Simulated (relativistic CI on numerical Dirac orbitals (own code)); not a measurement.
# Zeeman pattern of Mn+ 2933.05 Å at 0.5 T

Problem. The line 3d5.4s 5S_2 – 3d5.4p 5P°_1 of Mn+ lies at 2933.05 Å (air; NIST Handbook). Calculate its Zeeman pattern at B = 0.5 T, seen across the field, in LS coupling, and compare it with the Doppler width at an assumed gas temperature of 600 K.

Working.
1. Landé factors g = 3/2 + [S(S + 1) − L(L + 1)]/[2J(J + 1)]: lower 2.0000, upper 2.5000.
2. The unit is μB B/hc = 0.46686 × 0.5 = 0.2334 cm⁻¹, or 20.1 mÅ at this wavelength. A component is shifted by g_u m_u − g_l m_l units. Seen across the field, the strengths for lower J and m are J² − m² (π) and ¼(J − m)(J − m − 1) (σ).
3. π components (Δm = 0), symmetric about zero, as shift (strength, strongest of all = 100): 0.000 (100), ±0.500 (75).
4. σ components with Δm = +1, mirrored for −1: 1.500 (75), 2.000 (38), 2.500 (12).
5. The centre of the σ group lies at ḡ = 1.750 units, 35.2 mÅ from the line centre.
6. The Doppler width is 7.16 × 10⁻⁷ λ √(T/M) = 6.9 mÅ (FWHM, M = 55), so the sum of Gaussians shows separate peaks away from the centre.

Check. A relativistic CI calculation gives g = 2.0015 and 2.5023 for the two levels. The nearest fine-structure partner lies 72 cm⁻¹ away, 311 Zeeman units, so the weak-field formulas hold; hyperfine structure, which matters at weak fields for isotopes with nuclear spin, is neglected.
